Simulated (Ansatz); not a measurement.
System: trifluoro(trifluoromethyl)silane, CF$_{6}$Si, charge 0, multiplicity 1. 
Geometry from a B3LYP-D3(BJ)/def2-TZVP (Ansatz, an electronic-structure program) optimisation:
SMILES: F[Si](F)(F)C(F)(F)F
```xyz
8

F      1.4643    -1.3601    -0.1426
C      1.0665    -0.0767    -0.0192
F      1.5899     0.6125    -1.0543
F      1.6144     0.4117     1.1130
Si    -0.8418     0.0606     0.0151
F     -1.2483     1.5706     0.1596
F     -1.4254    -0.5204    -1.3221
F     -1.3965    -0.7573     1.2357
```

Property: atomisation energy (electronic, to ground-state atoms); the coupled-cluster value holds the core correlation from cc-pwCVTZ, in eV. Valence correlation only, unless marked. Open shells are spin-unrestricted. Spin-orbit coupling is left out. No relativistic terms. CBS(X,Y): correlation extrapolated as X^-3; Hartree-Fock from the larger set.

Level to compare with: CCSD(T)/CBS(cc-pV(T+d)Z,cc-pV(Q+d)Z) plus the core term (Ansatz), 36.73 eV. It is a level with limits of its own, and the differences hold the functionals' basis error too.

Q: Rank these functionals by how close they come to CCSD(T)/CBS(cc-pV(T+d)Z,cc-pV(Q+d)Z), closest first: B97M-V/def2-TZVPD (Ansatz); B3LYP/def2-TZVPD (Ansatz); wB97X-V/def2-TZVPD (Ansatz).

A: wB97X-V/def2-TZVPD (range-separated hybrid with VV10, 36.47 eV, difference -0.26), B97M-V/def2-TZVPD (meta-GGA with VV10, 36.30 eV, difference -0.43), B3LYP/def2-TZVPD (global hybrid, 35.60 eV, difference -1.13)
